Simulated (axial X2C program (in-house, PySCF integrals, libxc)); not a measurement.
## Potential curves of ReB⁺, without spin–orbit coupling

Calculated with an in-house all-electron X2C program for linear molecules (integrals from PySCF). Spin-free means the one-electron spin-free X2C Hamiltonian. Basis: Re dyall-cv3z [13s14p9d7f4g], B dyall-v3z [7s6p2d1f] (cores contracted in-house); Gaussian nuclei, density fitting, unrestricted open shells. Masses: Re 186.956 u, B 11.009 u.

State: M_S = 5/2, Λ = 1 (beyond evenly filled blocks: 2 × σα, π+α, π+β, π-α, δ+α, δ-α). Energies in eV from the fragments at the same level (Re+ + B). Fits are polynomials in 1 − R0/R over 0.85 to 1.23 times the lowest point R0.

| R (Å) | PBEsol | PBE0 |
| --- | --- | --- |
| 1.8480 | -3.3070 | -2.4279 |
| 1.9070 | -3.4123 | -2.5465 |
| 1.9660 | -3.4281 | -2.5774 |
| 2.0348 | -3.3624 | -2.5313 |
| 2.1036 | -3.2316 | -2.4219 |
| 2.1921 | -3.0025 | -2.2222 |

The state is a single determinant with fixed occupations, the lowest that a limited PBE0 search found. Dissociation energies refer to the lowest single-determinant-based atoms at the same level and basis. PBE0 can misorder states that lie within some tenths of an eV, so this need not be the ground state of the molecule. The nearest other spin-free determinant of the search, M_S = 3/2, Λ = 1, lies 0.14 eV up at the distance of the search. Without a current term, density functionals place determinants with orbital angular momentum somewhat too high. The determinant is spin-polarised beyond a pure state at some levels (its spin-free form has ⟨S²⟩ too high), which makes Re and μ there less reliable.

(1) What are Re, ωe and De at the PBEsol level?

(2) Fit the PBE0 curve near its minimum: give the equilibrium distance, the harmonic wavenumber and the well depth.

Results:

(1) At PBEsol, spin-free: Re = 1.948 Å, ωe ≈ 743 cm⁻¹, De = 3.43 eV to Re+ + B; Be follows as 0.427 cm⁻¹.

(2) At PBE0, spin-free: Re = 1.961 Å, ωe ≈ 712 cm⁻¹, De = 2.58 eV to Re+ + B; Be follows as 0.422 cm⁻¹.
